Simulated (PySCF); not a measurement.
Excitations are Tamm–Dancoff values on a coarser integration grid. The basis has no diffuse functions, so Rydberg states are missing or too high.

Cartesian coordinates (Å):
```xyz
7

O     -1.2039    -1.1143    -0.1669
Ge    -0.0313     0.1515     0.0184
O      1.5500    -0.5612    -0.0363
F     -0.1568     1.3591    -1.1975
F     -0.3302     0.9983     1.4833
H     -2.0480    -0.8934     0.2445
H      2.2202     0.0599    -0.3456
```
Charge 0, multiplicity 1.

Task: Give the dipole moment, HOMO and S1–T1 gap (TDA) at the level r2SCAN-D4/def2-TZVP in PySCF.

Result: 
```
Item                Value
---------------  --------
dipole moment      0.08 D
HOMO             -8.78 eV
S1–T1 gap (TDA)   0.48 eV
```
